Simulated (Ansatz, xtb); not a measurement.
# Relative energy of two isomers of GaH5OSi

We compare a, `O[SiH2][GaH2]`, a singlet, with b, `[OH][GaH][SiH3]`, a singlet. Both are isolated molecules in the gas phase, relaxed with PBE0-D4/def2-SVP; the shapes shown needn't be the lowest conformers.

a (Å):

```xyz
8

Ga    1.9881   -1.5995   -0.5439
O    -1.0756   -1.5324   -1.8510
Si   -0.1735   -0.5747   -0.8111
H    -1.9685   -1.2296   -2.0416
H    -0.0366    0.8255   -1.3448
H    -0.8595   -0.4243    0.5198
H     2.3783   -2.9397   -1.2693
H     3.0641   -0.9184    0.3869
```

b (Å):

```xyz
8

Ga   -0.4275   -0.7656   -1.3479
O    -1.3230   -2.3139   -1.2615
Si    1.7341   -0.8310   -0.3070
H    -2.1927   -2.3064   -1.6744
H    -1.1587    0.4205   -2.0826
H     2.0276   -2.1756    0.2739
H     2.7973   -0.4982   -1.3080
H     1.8102    0.1907    0.7854
```

Task: Estimate which is lower in electronic energy at CCSD(T)/def2-TZVP, and by roughly how much.

Result: Too close to call at this level: CCSD(T)/def2-TZVP gives E(b) − E(a) = −0.064 eV.

How the difference moves with the method:

| level | geometry | E(b) − E(a) (eV) | departure from the last row (eV) | job, with rough time for the two |
| --- | --- | --- | --- | --- |
| PBE0-D4/def2-SVP | PBE0-D4/def2-SVP | −0.160 | −0.096 | optimisation, 31 s |
| HF/def2-TZVP | PBE0-D4/def2-SVP | +0.094 | +0.158 | part of the CCSD(T) run |
| MP2/def2-TZVP | PBE0-D4/def2-SVP | −0.063 | +0.001 | part of the CCSD(T) run |
| CCSD(T)/def2-TZVP | PBE0-D4/def2-SVP | −0.064 |  | single point, 16 s |

As drawn, b has 1 Ga–O, 1 Si–H in place of 1 O–Si, 1 Ga–H.

HF/def2-TZVP puts the two in the other order. The largest departure from CCSD(T)/def2-TZVP is that of HF/def2-TZVP, 0.158 eV. Levels run at GFN2-xTB geometries aren't shown.

With harmonic frequencies from PBE0-D4/def2-SVP (ideal gas, rigid rotor, one conformer each, 298.15 K, 1 atm): on the last row, ΔE + ΔZPE = −0.043 eV. A mode under 50 cm⁻¹ makes harmonic enthalpies and free energies unreliable, so none is given.

The correlated steps freeze 15 core orbitals; the filled d shell of Ga is correlated, in a basis made for valence electrons. Run with Ansatz 0.2.0; the last row on 2 threads of AMD EPYC 9B45 (Zen 5) on a shared host.
